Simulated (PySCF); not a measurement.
Gas-phase equilibrium of 1 mol ZnCl2, 0.29 mol H2O at 800 K and 0.0100 bar, among 18 species (ClO, O2, HCl, O, HO2, Zn, H2O, H, Zn(OH)2, HOCl, H2O2, O3, H2, ZnH2, ZnCl2, Cl, Cl2, OH). Only gases are allowed; each row takes one source of thermochemistry for all species, and Cantera finds the minimum.

Method: PySCF energies plus ideal-gas RRHO corrections (1 bar). † marks an energy on the PBE0/def2-TZVP geometry and frequencies; other levels use their own. The species in the table below are closed-shell singlets. Zn: all electrons, no relativistic terms. No R ln 2 is added for the mirror-image form of Zn(OH)2. Zn(OH)2: computed as isolated molecules; such fragments, hydroxides, amides, oligomers or adducts are transient or little studied in the gas. The harmonic model lacks anharmonicity and excited electronic states, which grow with temperature; levels with a mode under 35 cm⁻¹ are left out. Soft modes under 120 cm⁻¹ make the harmonic entropy rough for ZnCl2.

Molecules larger than those listed are left out. Table species left out: Zn+.

Mole fractions:

```csv
thermochemistry,x ZnCl2,x H2O,x HCl,x Zn(OH)2,x Zn
PBE/def2-SVP,0.78,0.22,0.00028,0.00014,4.7e-6
PBE/def2-TZVP†,0.78,0.22,0.00026,0.00012,5.9e-6
PBE0/def2-QZVP†,0.78,0.22,6.9e-5,3.4e-5,3.6e-7
ωB97M-V/def2-TZVP†,0.78,0.22,0.00010,5.2e-5,4.2e-7
ωB97X-V/def2-TZVP†,0.78,0.22,0.00013,6.4e-5,1.9e-7
```
The most sensitive of these is Zn: it spans a factor of 10^1.5 over these rows; at this temperature one factor of ten is RT ln 10 = 15 kJ/mol.
